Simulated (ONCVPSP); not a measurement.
Building the ONCV potential for Pb (Z = 82) (BLYP, scalar-relativistic).

lead (Pb), optimised norm-conserving Vanderbilt (ONCV), made with ONCVPSP 4.0.1 (BLYP, scalar-relativistic). Core [Kr] 4d10 4f14, reference 5s2 5p6 5d10 6s2 (charge +2). Waves: 5s+6s: rc 1.55 bohr, ncon 3, nbas 8, qcut 8.1 1/bohr, 2 projectors; 5p: rc 1.50 bohr, ncon 4, nbas 7, qcut 8.8 1/bohr, 1 projector; 5d: rc 1.60 bohr, ncon 4, nbas 8, qcut 9.3 1/bohr, 2 projectors, debl 1.4 Ha. Local part: polynomial inside 1.50 bohr (lpopt 5, dvloc0 1 Ha). Core correction: polynomial model core, fcfact 0.35.

Poles of the logarithmic derivatives, all-electron (AE) and pseudo (PS). s: poles at -5.7 (AE) and -5.7, 4.7 (PS) Ha. p: poles at -3.1 (AE) and -3.1 (PS) Ha. d: poles at -0.3 (AE) and -0.3 (PS) Ha. Test radii: s 1.57, p 1.53, d 1.62 bohr.

* Cutoffs needed: 26 Ha and 32 Ha (the cutoffs (Ha) at which the residual kinetic energy of the hardest occupied pseudo-wave falls to 1 and 0.1 mHa per electron)
* Ghost test: no bound ghost flagged; no localised positive-energy state flagged
* Largest excitation error: +1456 meV (all-electron minus pseudo) for 5s2 5p5 5d10 6s2 6p2, out of 4 test configurations
* rms error of d²Exc/dni dnj: 8.13 mHa without and 1.81 mHa with the model core
